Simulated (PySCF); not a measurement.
This script is equivalent to a calculation on Cu (copper, neutral).

```python
from pyscf import gto, scf, dft, mp, cc
import basis_set_exchange as bse
mol = gto.M(atom="Cu 0 0 0", charge=0, spin=1, symmetry="D2h",
            basis=gto.basis.parse(bse.get_basis("cc-pVTZ-DK", elements=["Cu"], fmt="nwchem", header=False)),
            nucmod="G")
mf = scf.UHF(mol).sfx2c1e()
mf.irrep_nelec = {'Ag': (6, 5), 'B1g': (1, 1), 'B2g': (1, 1), 'B3g': (1, 1), 'B1u': (2, 2), 'B2u': (2, 2), 'B3u': (2, 2)}
mf.kernel()
```

What total energy does it give?

-1653.14877 hartree (calculated).

Which occupied shell lies highest, and where?

4s α, at -6.674 eV.

What is ⟨S²⟩, and what would a pure spin state give?

0.752, against 0.75.
